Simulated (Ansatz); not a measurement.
`[OH][Ti-]1([F])([F])[O]C=CC=[O+]1` + `[OH][Ga]([Cl])[Cl]` → `[Cl][Ga-]1([Cl])[O]C=CC=[O+]1` + `[OH][Ti]([OH])([F])[F]`  (substitution at a C–O bond)

Calculated with Ansatz (gas phase, PBE0-D4/def2-TZVP geometries, no zero-point term in ΔE). CBS: MP2 limit from def2 TZ/QZ plus the TZ coupled-cluster correction, frozen cores. DFT in def2-TZVPP. For Ga, Ti outer-core shells are correlated without core-valence functions, which leaves a few kJ/mol of doubt a bond. Scalar relativity is left out up to krypton. Each species was taken in one conformer, which may not be the lowest.

CCSD(T)/CBS gives -0.62 eV.

Problem. Another level gave -0.73 eV. Which?
A. BLYP-D4/def2-TZVPP
B. BLYP/def2-TZVPP
C. BHLYP/def2-TZVPP
D. HF/def2-TZVPP

Solution. C. BHLYP -0.73, BLYP-D4 -0.65, HF/def2-TZVPP -0.79, BLYP -0.60 eV.

Largest T1 diagnostic among the species: 0.023, so the coupled-cluster value is less sure than usual.

Leaving LDA and LC-ωPBE aside and taking each functional with its dispersion term where it has one, the values, not all of them listed here, spread over 0.15 eV, from BHLYP-D4 to B97M-V. From PBE to PBE0 (25 % exact exchange), in def2-TZVPP and without D4, ΔE moves by −0.08 eV. The D4 term adds −0.04 eV with B3LYP and −0.02 eV with PBE0; it sums over pairs of atoms, weighted by their polarisabilities, and B3LYP, whose exchange is more repulsive, gets the larger term.

B3LYP here is the variant with VWN-RPA as its local correlation; programs differ in this.
